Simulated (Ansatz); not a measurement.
One change: `[F][Zr]([SH])([Cl])[Cl]` becomes `[OH][Zr]([F])([SH])[Cl]`.

Ansatz, PBE0-D4/def2-TZVP geometries, multiplicity 1. Each molecule was computed in one conformer, which needn't be the lowest.

Elements past krypton have def2 core potentials.

```tsv
property	`[F][Zr]([SH])([Cl])[Cl]`
HOMO–LUMO gap (PBE/def2-TZVPP) / eV	3.84
size of the dipole moment (ωB97M-V/def2-TZVPP) / D	0.95
HOMO energy (PBE0/def2-TZVPP) / eV	-8.28
LUMO energy (PBE/def2-TZVPP) / eV	-3.22
HOMO–LUMO gap (B3LYP/def2-TZVPP) / eV	5.40
HOMO energy (ωB97M-V/def2-TZVPP) / eV	-10.40
```

(1) What does the change do to each property? (An estimate is asked.)

## Answers

(1) Computed: 
```
                                          property  `[OH][Zr]([F])([SH])[Cl]`  shift
               HOMO–LUMO gap (PBE/def2-TZVPP) / eV                       4.23   0.39
size of the dipole moment (ωB97M-V/def2-TZVPP) / D                       2.32   1.37
                HOMO energy (PBE0/def2-TZVPP) / eV                      -7.86   0.42
                 LUMO energy (PBE/def2-TZVPP) / eV                      -2.41   0.81
             HOMO–LUMO gap (B3LYP/def2-TZVPP) / eV                       5.81   0.41
             HOMO energy (ωB97M-V/def2-TZVPP) / eV                      -9.99   0.41
```

With PBE0 the HOMO rises by 0.42 eV and the LUMO rises by 0.85 eV, so the gap widens by about 0.43 eV. PBE moves the HOMO by 0.44 eV and ωB97M-V by 0.41 eV. Dipoles are sizes alone; their direction can turn.

B3LYP here is the variant with VWN-RPA as its local correlation; programs differ in this.
